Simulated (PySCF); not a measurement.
C2H5Zn, charge +1. Atoms are numbered in the order given.

```xyz
8

Zn    -0.0778     0.9163     0.0000
C      0.6770    -1.0154     0.0000
C     -0.3983    -2.0608     0.0000
H      1.2917    -0.9527     0.9102
H      1.2917    -0.9527    -0.9102
H     -1.0279    -2.0456    -0.9004
H     -1.0279    -2.0456     0.9004
H      0.1338    -3.0357     0.0000
```
Charge +1, spin multiplicity 1.

Coordinates come from a B3LYP-D3(BJ)/def2-SVP optimisation. The spin state was assumed, not searched. The isomer is the one that the SMILES or the coordinates give; other isomers of the formula were not compared.

The numbers are results of KT2/pcSseg-1 in PySCF, not measurements.

GIAO shieldings, no solvent; atoms alike by connectivity are averaged. δ = σ(ref) − σ: ¹³C against TMS (σ = 185.1 ppm); ¹H against TMS (σ = 31.47 ppm), references at their B3LYP-D3(BJ)/def2-TZVP geometries, non-relativistic.

Computed chemical shifts:
```tsv
nucleus	atoms	count	δ (ppm)
¹³C	C2	1	98.8
¹³C	C3	1	34.8
¹H	H4, H5	2	6.13
¹H	H6, H7, H8	3	3.32
```
